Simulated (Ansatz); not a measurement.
# What each rung costs, and what it gives

Saddle point of SnH6O, closed shell (SnH₄O ([OH][SnH3]) + H₂ → SnH₄ + H₂O; bonds formed: Sn1–H7, O2–H6; bonds broken: Sn1–O2, H6–H7), PBE0-D4/def2-TZVP structure:

```
8
angstrom
Sn 0.6483 -0.3659 0.3649
O -1.3820 0.2391 -0.1313
H 1.0412 -1.8879 -0.2823
H 0.1162 -0.5686 1.9891
H 1.8945 0.7990 0.3880
H -0.7237 0.4719 -1.0936
H 0.2108 0.3402 -1.5665
H -1.8052 0.9722 0.3317
```

Barriers are electronic and count from the start structure reached by relaxing down the imaginary mode.

Computed with Ansatz 0.2.0 (basis: as named in each row); correlated methods freeze the cores. Filled d shells of the heavier atoms are correlated. Core potentials replace the inner electrons of the atoms past krypton. The def2 sets are not built for correlating such inner shells, so the correlated values are less sure here. B3LYP uses VWN-RPA correlation. Extrapolation: Hartree–Fock as exp(−7.88 √X), correlation as X^−2.97.

Times are rough, for one single point on 2 threads of a shared host (Arm Neoverse V1).

The estimate by CCSD(T) at an estimated basis limit (MP2 extrapolated from triple and quadruple zeta, plus CCSD(T) − MP2 in triple zeta) is 154.3 kJ/mol.

```json
{"method": "SPW92", "basis": "def2-SVP", "time (s)": "under 1", "barrier (kJ/mol)": "69.8", "method less estimate": "-84.5"}
{"method": "PBE-D4", "basis": "def2-SVP", "time (s)": "under 1", "barrier (kJ/mol)": "104.3", "method less estimate": "-49.9"}
{"method": "PBE0-D4", "basis": "def2-SVP", "time (s)": "1", "barrier (kJ/mol)": "118.1", "method less estimate": "-36.2"}
{"method": "SPW92", "basis": "def2-TZVPP", "time (s)": "1", "barrier (kJ/mol)": "86.3", "method less estimate": "-68.0"}
{"method": "PBE-D4", "basis": "def2-TZVPP", "time (s)": "2", "barrier (kJ/mol)": "121.5", "method less estimate": "-32.8"}
{"method": "BLYP-D4", "basis": "def2-TZVPP", "time (s)": "2", "barrier (kJ/mol)": "138.2", "method less estimate": "-16.1"}
{"method": "CCSD(T)", "basis": "def2-SVP", "time (s)": "2", "barrier (kJ/mol)": "147.4", "method less estimate": "-6.9"}
{"method": "BHLYP-D4", "basis": "def2-TZVPP", "time (s)": "2", "barrier (kJ/mol)": "159.5", "method less estimate": "5.2"}
{"method": "B3LYP-D4", "basis": "def2-TZVPP", "time (s)": "2", "barrier (kJ/mol)": "145.7", "method less estimate": "-8.6"}
{"method": "PBE0-D4", "basis": "def2-TZVPP", "time (s)": "3", "barrier (kJ/mol)": "133.6", "method less estimate": "-20.7"}
{"method": "CAM-B3LYP-D4", "basis": "def2-TZVPP", "time (s)": "3", "barrier (kJ/mol)": "147.9", "method less estimate": "-6.4"}
{"method": "r2SCAN-D4", "basis": "def2-TZVPP", "time (s)": "4", "barrier (kJ/mol)": "133.1", "method less estimate": "-21.2"}
{"method": "r2SCAN0-D4", "basis": "def2-TZVPP", "time (s)": "4", "barrier (kJ/mol)": "141.0", "method less estimate": "-13.3"}
{"method": "B2PLYP", "basis": "def2-TZVPP", "time (s)": "4", "barrier (kJ/mol)": "154.2", "method less estimate": "0.0"}
{"method": "PBE-QIDH", "basis": "def2-TZVPP", "time (s)": "4", "barrier (kJ/mol)": "148.2", "method less estimate": "-6.1"}
{"method": "RPA on PBE", "basis": "def2-TZVPP", "time (s)": "4", "barrier (kJ/mol)": "157.6", "method less estimate": "3.3"}
{"method": "wB97M-V", "basis": "def2-SVP", "time (s)": "5", "barrier (kJ/mol)": "126.2", "method less estimate": "-28.0"}
{"method": "B97M-V", "basis": "def2-TZVPP", "time (s)": "8", "barrier (kJ/mol)": "134.6", "method less estimate": "-19.7"}
{"method": "wB97X-V", "basis": "def2-TZVPP", "time (s)": "8", "barrier (kJ/mol)": "151.4", "method less estimate": "-2.9"}
{"method": "wB97M-V", "basis": "def2-TZVPP", "time (s)": "8", "barrier (kJ/mol)": "146.9", "method less estimate": "-7.4"}
{"method": "MP2", "basis": "def2-QZVPP", "time (s)": "13", "barrier (kJ/mol)": "157.3", "method less estimate": "3.0"}
{"method": "CCSD(T)", "basis": "def2-TZVPP", "time (s)": "52", "barrier (kJ/mol)": "156.4", "method less estimate": "2.1"}
```

All methods are single points on the PBE0-D4 structures.

The T1 diagnostic stays at or below 0.015.

Labels in which every atom is bracketed show which atoms are joined, not bond orders.
